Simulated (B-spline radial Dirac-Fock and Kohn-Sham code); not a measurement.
## Pt³⁺: non-radiative channels of the N6 vacancy

System: the Pt³⁺ ion in the configuration [Xe] 4f14 5d7, inside a Watson sphere of charge -3 and radius 1.6 Å (a model of the Madelung potential; inside it an electron's potential energy is raised by 27.0 eV).

The run's input, task.json:

```json
{"items": [{
  "Z": 78,
  "q": 3,
  "cfg": [[1, 0, 2], [2, 0, 2], [2, 1, 6], [3, 0, 2], [3, 1, 6], [3, 2, 10], [4, 0, 2], [4, 1, 6], [4, 2, 10], [4, 3, 14], [5, 0, 2], [5, 1, 6], [5, 2, 7]],
  "A": 195,
  "rrms": 5.427,
  "watson": [-3, 1.6],
  "do": ["binding", "quiet", "decay"],
  "holes": ["K", "L1", "L2", "L3", "M1", "M2", "M3", "M4", "M5", "N1", "N2", "N3", "N4", "N5", "N6", "N7"]
}]}
```

Command: `python xray_run.py task.json out`

Method: independent-particle rates on relativistic LDA orbitals of the hole state (multipoles up to L = 3, Coulomb Auger matrix elements, transition energies from Dirac-Fock). Computed with a radial B-spline solver. Kinetic energies are configuration averages from the vacuum level; the two-hole energies are estimated from single-hole states.

```tsv
transition	kinetic energy (eV)	width (meV)	share (%)
N6-O4O4	41.56	60.9	38.4
N6-O4O5	43.25	92.8	58.5
N6-O5O5	44.94	4.98	3.1
```

The listed channels hold 100 % of the non-radiative rate. Summed by principal shells, of 0.159 eV in all: NOO 100.0 %.
